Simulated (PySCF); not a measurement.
Te(H)(NH2) (H3NTe), SMILES N[TeH].

Geometry optimised at B3LYP-D3(BJ)/def2-TZVP. The def2 effective core potentials stand for the cores of Te; spin–orbit coupling is left out.

Level of theory: HF/def2-TZVPD run with PySCF.

```json
{
 "total_energy": "-323.19992 hartree",
 "point_group": "Cs",
 "highest_occupied_level": "-8.66 eV",
 "lowest_empty_level": "0.93 eV",
 "orbital_gap": "9.59 eV",
 "dipole_moment": "0.292 e·Å",
 "quadrupole, principal values (traceless, Buckingham form, about the centre of nuclear charge)": "-3.11, -2.45, 5.56 D·Å",
 "mean_static_polarisability": "50.7 bohr³ (7.52 Å³)",
 "polarisability_principal_values": "47.4, 48.1, 56.8 bohr³"
}
```
